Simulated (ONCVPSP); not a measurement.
# Cutoff test, In, ONCV

- Element: In
- Generator: ONCVPSP 4.0.1
- Type: optimised norm-conserving Vanderbilt (ONCV)
- Functional: PBE
- Relativity: fully relativistic
- Frozen core: [Kr] 4d10
- Valence charge: 3
- Reference configuration: 5s2 5p1
- Partial waves: 5s: rc 2.10 bohr, ncon 4, nbas 8, qcut 2.7 1/bohr, 2 projectors, debl 1.6 Ha; 5p: rc 2.90 bohr, ncon 4, nbas 8, qcut 3.4 1/bohr, 2 projectors, debl 2.6 Ha
- Local potential: polynomial inside 1.75 bohr (lpopt 3, dvloc0 0 Ha)
- Core correction: Teter function, fcfact 2, rcfact 1.4

Open shells are filled in proportion to 2j + 1.

**Question.** For each optimised wave give the share of its norm inside rc, the residual kinetic energy above qcut (Ha) and the cutoffs (Ha) for errors of 10, 1, 0.1 and 0.01 mHa per electron.

**Answer.**

| wave | norm inside rc | residual KE | 10 mHa | 1 mHa | 0.1 mHa | 0.01 mHa |
| --- | --- | --- | --- | --- | --- | --- |
| 5s | 0.330 | 6.4e-03 | 3.3 | 14.2 | 35.6 | 41.7 |
| s projector 2 | 0.113 | 3.0e-02 | 4.4 | 12.1 | 35.9 | 54.8 |
| 5p j=3/2 | 0.329 | 2.5e-05 | 0.9 | 3.2 | 5.0 | 9.7 |
| p projector 2 j=3/2 | 0.177 | 5.7e-03 | 5.4 | 9.8 | 28.9 | 33.5 |
| 5p j=1/2 | 0.373 | 2.9e-05 | 1.0 | 3.2 | 5.0 | 12.6 |
| p projector 2 j=1/2 | 0.184 | 5.8e-03 | 5.4 | 10.2 | 29.1 | 33.7 |

The occupied waves need 14 Ha and 36 Ha for 1 and 0.1 mHa. Note: no bound ghost flagged; GHOST(+) flagged for s at 65.6 eV, p3/2 at 114.0 eV, p1/2 at 115.8 eV.
